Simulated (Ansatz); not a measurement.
```yaml
crystal:
  periodic: [false, false, false]
  atoms:
    - {symbol: B, position_ang: [-0.436016, -1.633842, -0.577759]}
    - {symbol: B, position_ang: [-0.290215, -0.101502, -0.687590]}
    - {symbol: B, position_ang: [0.164028, -1.051266, 0.729382]}
    - {symbol: Al, position_ang: [0.649154, 0.809963, 1.358893]}
    - {symbol: Al, position_ang: [-0.086961, 1.976657, -0.822926]}
basis:
  gaussian: {orbitals: "6-31G*"}
magnetization: {spin_polarized: true, initial_magnetization: 1}
hamiltonian: {xc: {name: r2SCAN}, dispersion: d4, pseudopotentials: {relativity: none}}
scf: {omitted_lower_state_checks: [starts]}
output: {forces: true}
```

```sh
$ ansatz run in.yaml --threads 4 --pin off --events-out ev --progress --plain --max-ram 4787MiB
```

Shortened log:

```
Functional definition: r2SCAN
  name "r2SCAN"
  cite "Furness, Kaplan, Ning, Perdew & Sun, J. Phys. Chem. Lett. 11, 8208 (2020) doi:10.1021/acs.jpclett.0c02405"
  cite "Furness, Kaplan, Ning, Perdew & Sun, J. Phys. Chem. Lett. 11, 9248 (2020) doi:10.1021/acs.jpclett.0c03077"
  parent r2scan
  parameter k0 = 0.174
  parameter k1 = 0.065
  parameter a1 = 4.9479
  exchange = r2scan_x(k0 = k0, k1 = k1, a1 = a1)
  correlation = r2scan_c
these checks for a lower state are left out or cut short: starts
811 factors; their error is unknown
mean field evaluation 1: about -15200.4986 eV, gradient 3.9e1 eV
mean field evaluation 2: about -15009.6297 eV, gradient 1.1e2 eV
mean field evaluation 4: about -15197.0737 eV, gradient 4.1e1 eV
mean field evaluation 8: about -15213.7292 eV, gradient 4.4e-1 eV
mean field evaluation 16: about -15213.6886 eV, gradient 6.5e-2 eV
mean field evaluation 32: about -15213.6887 eV, gradient 3.0e-4 eV
mean field -15213.68869044 eV, -559.0927471651 hartree, gradient 1.9e-5 eV, S^2 0.932235; 0 other end points of the search recorded, 0 dependent functions left out
the calculation of the forces begins
reference -15213.68870576 eV, -559.0927477280 hartree; 21, 20 occupied and 62, 63 virtual orbitals, 811 factors
Total energy: -15213.72503846 eV, -559.0940829301 hartree
Atom 0 at    -0.436016    -1.633842    -0.577759 Å, force    -0.055502    -0.131381    -0.097079 eV/Å
Atom 1 at    -0.290215    -0.101502    -0.687590 Å, force     0.033396     0.146756     0.037587 eV/Å
Atom 2 at     0.164028    -1.051266     0.729382 Å, force     0.023203    -0.019145     0.063361 eV/Å
Atom 3 at     0.649154     0.809963     1.358893 Å, force     0.010306     0.050917     0.009871 eV/Å
Atom 4 at    -0.086961     1.976657    -0.822926 Å, force    -0.011403    -0.047147    -0.013740 eV/Å
Dipole moment:     0.079301     0.531829     0.032953 e Å
Checks for a lower state left out: starts
```

Hardware: 4 threads of Arm Neoverse V1 on a shared host. Wall time 3.9 s.

The 6-31G sets use Cartesian d functions. The charge 0 doublet is spin-contaminated (final ⟨S²⟩ up to 0.93, 0.75 for a pure state).
